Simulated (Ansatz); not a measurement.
Compare A (`CC(=O)OC(C)(C)C`) with its isomer B (`COC(=O)C(C)(C)C`).

Computed with Ansatz on PBE0-D4/def2-TZVP structures; ΔE is electronic, products minus reactants. CCSD(T)/CBS adds triple-zeta CCSD(T) − MP2 to the extrapolated MP2 energy (def2 sets, frozen cores). DFT in def2-TZVPP.

Q: Which isomer does CCSD(T)/CBS put lower? Give the gap. (An estimate is asked.)

A: The calculation gave: A, by 20.7 kJ/mol.

Q: Give E(B) − E(A) in kJ/mol with BLYP-D4, B2PLYP, MP2/def2-TZVPP, PBE-D4, HF/def2-TZVPP, PBE0-D4, CCSD(T)/def2-TZVPP. (Estimate.)

A: Computed: BLYP-D4 22.6, B2PLYP 21.6, MP2/def2-TZVPP 17.3, PBE-D4 22.4, HF/def2-TZVPP 21.3, PBE0-D4 21.6, CCSD(T)/def2-TZVPP 18.7. None reverses the order clearly.

Largest T1 diagnostic: 0.013.

At CCSD(T), def2-SVP lies −5.1 kJ/mol from the extrapolated value and def2-TZVPP −2.0 kJ/mol. Leaving LDA and LC-ωPBE aside and taking each functional with its dispersion term where it has one, the values, not all of them listed here, spread over 5.6 kJ/mol, from PBE-QIDH to B97M-V.
